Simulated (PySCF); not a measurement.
How methods differ on the ionisation energy of N(5+)

N(5+) 1s2 → N(6+) 1s1 [1s1/2^1, M_J = 1/2], as a difference of total energies. Computed with PySCF 2.14 in an uncontracted even-tempered set (16 s from 1.8 bohr⁻², ratio 2.4; 8 p from 2.3 bohr⁻², ratio 2.4; 3 d from 8.1 bohr⁻², ratio 2.6; 3 f from 12 bohr⁻², ratio 2.6), with the two-component X2C-1e Hamiltonian. Correlated levels: nothing frozen; the 30 highest virtual spinors dropped. "Screened" scales the spin-orbit matrix elements by Boettger's factors to mimic the two-electron term; Breit and QED terms are absent.

```csv
method,ionisation energy (eV),difference from reference (eV)
GHF (screened spin-orbit),550.93,-1.14
GMP2 (screened spin-orbit),552.09,+0.02
GHF (bare spin-orbit),550.93,-1.14
GMP2 (bare spin-orbit),552.09,+0.02
```

Reference: 552.07 eV (theoretical estimate listed by NIST; NIST Atomic Spectra Database, ionization energies).
